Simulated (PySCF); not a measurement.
## Working out the ionisation energy of Au

Au [Xe] 4f14 5d10 6s1 (2S) → Au⁺ [Xe] 4f14 5d10 (1S). Computed with PySCF 2.14 in aug-cc-pVDZ-PP with ECP60MDF (5s5p4d2f, 54 functions), with a scalar-relativistic core potential. Frozen: 5s2 5p6. Energies in hartree (1 hartree = 27.21139 eV):

```tsv
part	Au (lower)	Au⁺ (upper)
UHF	-134.780705	-134.498460
CCSD correlation	-0.302154	-0.257970
(T)	-0.008648	-0.005982
```

Task: What does Hartree-Fock give?

Result: (-134.498460) − (-134.780705) = 0.282245 hartree = 7.680 eV.

Task: What do CCSD and CCSD(T) give?

Result: The CCSD correlation energies differ by 0.044184 hartree = 1.202 eV and the triples by 0.002666 hartree = 0.073 eV, so CCSD gives 8.882 eV and CCSD(T) 8.955 eV.

Measured between the centres of the two terms (NIST): 9.226 eV, so CCSD(T) (valence) is off by -0.271 eV.

A double-zeta basis recovers only part of the correlation energy.

What remains against the reference includes basis incompleteness, the frozen core and higher excitations.
